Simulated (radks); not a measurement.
The numbers below are computed, except where a source is named.
Q: All-electron atom: Ce49+ in [He] 2s2 2p5. Level of theory: Dirac Kohn-Sham, PBE, spin-unpolarised, spherical densities, finite nucleus; open shells fill j = l - 1/2 first; Fermi nuclear charge, rms radius 4.8771 fm (a radial shooting solver on a logarithmic mesh with Libxc functionals). Some entries of the table are withheld. Estimate them.

orbital  occ.  eigenvalue (Ry)  r(max) (bohr)  <r> (bohr)
1s1/2       2        -3237.563        0.01573         (1)
2s1/2       2        -728.9989        0.08800      0.1021
2p1/2       2        -708.3074        0.06682     0.08545
2p3/2       3        -673.4736        0.07188     0.09125
3s1/2       0              (2)         0.2321         (3)
3p1/2       0        -297.2944         0.2165      0.2279
3p3/2       0        -287.7827         0.2251      0.2362

A: 
(1) 1s1/2 <r> (bohr): 0.02454
(2) 3s1/2 eigenvalue (Ry): -304.2539
(3) 3s1/2 <r> (bohr): 0.2422
